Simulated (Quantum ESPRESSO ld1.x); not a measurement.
The numbers below are computed, except where a source is named.
Question: Coherent X-ray form factor from a spherical all-electron density. Code: ld1.x of Quantum ESPRESSO 7.5. Model: Dirac Kohn-Sham, LDA (Slater exchange, VWN5 correlation), spin-unpolarised, spherical densities, point nucleus.

sin(theta)/lambda (1/angstrom)  f0 (electrons)
0.05                                    26.803
0.1                                     26.227
0.15                                    25.316
0.2                                     24.137
0.25                                    22.766
0.3                                     21.281
0.4                                     18.235
0.5                                     15.411
0.6                                     13.018
0.8                                      9.646
1                                        7.738
1.25                                     6.448
1.5                                      5.623
2                                        4.250

The species is in the configuration that NIST lists as its ground one. Which atom or ion scatters so?

Answer: The gallium ion Ga4+, [Ar] 3d9. Extrapolating in s^2 from the first two rows gives f0(0) = 27.0, near the electron count 27; among species with that count, the fall with angle is slower the higher Z, and the table is that of Z = 31; from so few rows the species is fixed only to a neighbour or two.
